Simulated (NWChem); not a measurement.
**Correlation energy of arsine (H₃As)**

```xyz
4

As     0.0010     0.0726     0.0000
H     -0.6465    -0.7900     1.1000
H     -0.6465    -0.7900    -1.1000
H      1.2585    -0.8174     0.0000
```
Charge 0, spin multiplicity 1.

Everything below was run with NWChem. Structure: optimised with PBE/def2-SVP, a minimum by its harmonic frequencies.

Basis set: def2-TZVP. Each correlation energy counts from its own Hartree-Fock reference.

The Hamiltonian is non-relativistic. The correlated methods keep 9 core orbitals frozen. Coupled-cluster values serve here as a point of comparison, not as the truth.

```csv
method,correlation energy (mHa)
MP2,-276.6
SCS-MP2,-268.7
CR-CCSD[T],…
CR-CCSD(T),-303.9
CCSD,…
CCSD+T(CCSD),-306.2
CCSD(T),-305.5
```

Task: What belongs in the gaps?

Result: 
- CR-CCSD[T], correlation energy (mHa): -304.5
- CCSD, correlation energy (mHa): -296.2
